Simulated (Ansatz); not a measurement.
Program: Ansatz. Geometries: PBE0-D4/def2-TZVP. ΔE: electronic, gas phase. CCSD(T)/CBS is the MP2 limit (def2-TZVPP, def2-QZVPP) plus CCSD(T) − MP2 in def2-TZVPP, frozen cores. Functionals use def2-TZVPP. For Ga, Ge outer-core shells are correlated without core-valence functions, which leaves a few kJ/mol of doubt a bond. Scalar relativity is left out up to krypton. Each species was taken in one conformer, which may not be the lowest.

Reaction (redistribution): `[NH2][Ga]([SH])[Cl]` + `[CH3][GeH]([OH])[Cl]` → `[OH][Ga]([SH])[Cl]` + `[CH3][GeH]([NH2])[Cl]`

`[NH2][Ga]([SH])[Cl]`:

Z-matrix (Å, degrees):
```
N
Ga 1 1.799
H 1 1.005 2 121.9
H 1 1.005 2 123.5 3 164.5
S 2 2.186 1 123.4 3 -173.7
Cl 2 2.141 1 117.5 3 8.2
H 5 1.343 2 92.5 1 -178.6
```

`[CH3][GeH]([OH])[Cl]`:

Cartesian coordinates in Å:
```
C -1.128 0.015 0.551
Ge 0.728 0.236 0.048
O 0.932 0.357 -1.705
Cl 1.781 -1.533 0.719
H -1.214 -0.057 1.636
H -1.709 0.868 0.198
H -1.524 -0.899 0.106
H 1.446 1.462 0.616
H 0.688 -0.448 -2.169
```

`[OH][Ga]([SH])[Cl]`:

Z-matrix (Å, degrees):
```
Ga
S 1 2.174
Cl 1 2.139 2 121.6
O 1 1.770 2 119.7 3 180.0
H 2 1.344 1 92.1 3 -0.0
H 4 0.960 1 113.2 2 180.0
```

`[CH3][GeH]([NH2])[Cl]`:

```xyz
10

C    -1.352   -0.515    0.350
Ge    0.104    0.559   -0.334
N     1.649    0.113    0.522
Cl    0.215    0.150   -2.478
H    -1.134   -1.572    0.190
H    -1.478   -0.332    1.417
H    -2.275   -0.267   -0.173
H    -0.073    2.079   -0.224
H     2.457    0.654    0.248
H     1.887   -0.869    0.482
```

```csv
level,ΔE (kJ/mol),difference from CCSD(T)/CBS
r2SCAN-D4,1.8,-3.1
ωB97X-V,3.6,-1.3
B2PLYP,2.0,-2.9
PBE,0.0,-4.9
r2SCAN,1.9,-3.0
PBE0,2.2,-2.7
HF/def2-TZVPP,5.7,0.8
CCSD(T)/def2-TZVPP,1.7,-3.2
MP2/def2-QZVPP,3.6,-1.3
HF/CBS(def2),6.4,1.5
CCSD(T)/CBS,4.9,0
```

Largest T1 diagnostic among the species: 0.013.

In def2-TZVPP, CCSD(T) changes the Hartree–Fock value by −4.0 kJ/mol (the triples alone add −0.8 kJ/mol) and MP2 by −4.1 kJ/mol.
